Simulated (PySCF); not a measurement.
**Relaxation of quintet RuOCl₂**

Level of theory: UPBE0/[Ru def2-TZVP with ECP28, O def2-TZVP, Cl def2-TZVP], scalar-relativistic core potentials, density fitting, no spin–orbit coupling, PySCF. A (50,194) grid was used.

A hand-made trigonal planar start, of C2v symmetry, held to at least that symmetry:

```xyz
4
charge 0 multiplicity 5, angstrom
Ru    0.0000    0.0000    0.2714
O     0.0000    0.0000    1.9814
Cl   -1.9399    0.0000   -0.8486
Cl    1.9399    0.0000   -0.8486
```

Q: What forces act on the atoms at the start (eV/Å)?

A: 
| atom | Fx | Fy | Fz |
| --- | --- | --- | --- |
| Ru1 | 0.00 | 0.00 | -0.85 |
| O2 | 0.00 | 0.00 | -0.11 |
| Cl3 | -0.36 | 0.00 | 0.48 |
| Cl4 | 0.36 | 0.00 | 0.48 |

Q: What does it relax to?

A: It ends at C2v with Ru–Cl 2.234 Å (×2), Ru–O 1.702 Å; Cl–Ru–Cl 153.5°, Cl–Ru–O 103.2° (×2). A frequency run shows a minimum. Other isomers or separated fragments may lie lower.

Q: How much energy is released, and in how many steps?

A: 41.8 kJ/mol in 6 steps.

Other spin states or occupations of the open shell can lie lower. At this level a broken-symmetry Ms = 0 minimum of C2v symmetry lies 61 kJ/mol below this structure.

The relaxation took 28 s on 4 threads of a shared Arm Neoverse V1 host, with 145 basis functions and 7 gradients; the process peaked at 0.77 GiB. Launch command: `OMP_NUM_THREADS=4 python axn.py task.json out`.
